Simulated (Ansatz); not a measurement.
Ideal-gas functions of `[SiH3][B]1[AlH][B]1Cl` at 500 K and 1 bar, from an Ansatz frequency run at PBE0-D4/def2-TZVP.

Molar mass 116.18 g/mol, point group Cs (symmetry number 1), electronic degeneracy 1, moments of inertia 72.174, 460.903, 527.161 u Å². Harmonic wavenumbers (cm⁻¹, unscaled): 51, 127, 280, 287, 339, 357, 377, 383, 474, 557, 596, 713, 831, 844, 958, 1083, 1530, 1815, 1963, 2217, 2218.

Use S(trans) = R[1.5 ln M + 2.5 ln T − 1.1517]; rotational temperatures θ = 24.2544 K / I; S(rot) = R[ln(√π/σ · √(T³/θAθBθC)) + 1.5]; for each mode x = 1.438777 ν̃/T, S = R[x/(eˣ − 1) − ln(1 − e⁻ˣ)] and H = RT x/(eˣ − 1); 1 cm⁻¹ = 0.0119627 kJ/mol; R = 8.31446 J/(mol·K).

Task: By hand: the entropy, in J/(mol·K).

Result: Translation 178.9. Rotation: θ = 0.3361, 0.0526, 0.046 K, giving 124.3. Vibration, mode by mode: 24.28, 16.73, 10.33, 10.14, 8.84, 8.45, 8.03, 7.91, 6.35, 5.23, 4.78, 3.66, 2.80, 2.72, 2.10, 1.58, 0.56, 0.28, 0.20, 0.10, 0.10, in all 125.2. Electronic 0.0. Sum 428.4 J/(mol·K).

Task: By hand: H − E and G − E in kJ/mol, counted from the electronic energy.

Result: Zero-point energy ½ × 18000 × 0.0119627 = 107.7; thermal vibration 32.4; translation, rotation and pV give 4 RT = 16.6. H − E = 156.7 kJ/mol, and G − E = 156.7 − 500 × 428.4/1000 = -57.5 kJ/mol.

Vibration gives 29 % of the entropy, 41.0 J/(mol·K) of it from the modes under 150 cm⁻¹: soft modes count most, and the harmonic formula is weakest for them.
